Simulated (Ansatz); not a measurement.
A run for Ansatz (a program for electronic structure): U-CCSD(T)/def2-TZVPP on F3W (SMILES [F][W]([F])[F]), 2S+1 = 4, a spin state set in the input, which need not be the lowest. Elements past Kr take the def2 small-core potentials; no spin–orbit coupling.

Ansatz 0.2 input:
```yaml
crystal:
  periodic: [false, false, false]
  atoms:
    - {symbol: W, position_ang: [-0.01446526, 0.01676917, -0.01406852]}
    - {symbol: F, position_ang: [1.79038838, -0.37562635, -0.35257110]}
    - {symbol: F, position_ang: [-0.78459086, -0.45399983, 1.63252585]}
    - {symbol: F, position_ang: [-1.04921998, 0.87982229, -1.32193039]}
basis:
  gaussian:
    orbitals: def2-TZVPP
magnetization: {spin_polarized: true, initial_magnetization: 3}
correlation: {method: ccsd_t, electrons: valence}
```

Output:

```
WARN ansatz: RAYON_NUM_THREADS=4 ignored (pool sized by the plan → 4); use --threads N
Functional definition: HF
integrals: 0.56 GiB planned
1006 factors; integrals over basis functions are off by at most 7.4e-4 eV
mean field: 0.61 GiB planned
mean field evaluation 1: about -9926.4069 eV, gradient 3.7e1 eV
mean field evaluation 2: about -9926.4279 eV, gradient 3.7e1 eV
mean field evaluation 4: about -9931.8705 eV, gradient 3.6e0 eV
mean field evaluation 8: about -9932.1122 eV, gradient 2.8e-1 eV
mean field evaluation 16: about -9928.1396 eV, gradient 7.6e0 eV
mean field evaluation 32: about -9926.0689 eV, gradient 1.0e1 eV
mean field evaluation 64: about -9929.6630 eV, gradient 4.7e-1 eV
mean field -9932.11313817 eV, -364.9984255996 hartree, gradient 2.6e-6 eV, S^2 3.760209; 1 other end points of the search recorded, 0 dependent functions left out
3 core orbitals not correlated
reference -9932.11313817 eV, -364.9984255996 hartree; 19, 16 occupied and 127, 130 virtual orbitals, 1006 factors
second order -30.56298549 eV of doubles, -0.00000000 eV of singles
coupled cluster: 3.43 GiB planned
cycle   1  -29.38333935 eV  change     1.2e0 eV  update   1.6e-1
cycle   2  -30.12231094 eV  change   -7.4e-1 eV  update   6.8e-2
cycle   3  -30.32005512 eV  change   -2.0e-1 eV  update   3.0e-2
cycle   4  -30.31344276 eV  change    6.6e-3 eV  update   9.9e-3
cycle   5  -30.29979855 eV  change    1.4e-2 eV  update   3.3e-3
cycle   6  -30.30162283 eV  change   -1.8e-3 eV  update   1.3e-3
cycle   7  -30.30256348 eV  change   -9.4e-4 eV  update   5.4e-4
cycle   8  -30.30247691 eV  change    8.7e-5 eV  update   2.0e-4
cycle   9  -30.30249558 eV  change   -1.9e-5 eV  update   7.2e-5
cycle  10  -30.30252894 eV  change   -3.3e-5 eV  update   2.1e-5
perturbative correction -1.06486976 eV, -0.0391332419 hartree
Total energy: -9963.48053687 eV, -366.1511562402 hartree
```

Self-consistency was reached.

Cost: roughly 6 core-minutes.
